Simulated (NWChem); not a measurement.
Molecule: CH6AuNS; SMILES C[S][Au]<-[NH3]

```xyz
10

Au     0.0573    -0.3617     0.0000
S      0.5759     1.8465     0.0001
C     -1.0356     2.6999     0.0000
H     -1.6294     2.4718    -0.8967
H     -0.8167     3.7783     0.0011
H     -1.6303     2.4703     0.8957
N     -0.3266    -2.4782     0.0004
H     -0.7527    -2.7870     0.8747
H      0.5386    -3.0065    -0.1186
H     -0.9531    -2.7492    -0.7581
```
Atoms are numbered in this order, from 1.

Results from NWChem. All runs use the structure optimised with PBE0/def2-SVP. Not confirmed as a minimum by frequencies. def2 effective core potentials on Au; no spin-orbit coupling.

Question: Estimate the computed values for PW6B95/def2-SVP. Quantities: highest occupied level (eV); orbital gap (eV); dipole (D).

Answer: The highest occupied level (eV) is -5.16 and the orbital gap (eV) comes out as 4.86. The dipole (D) is 7.43.
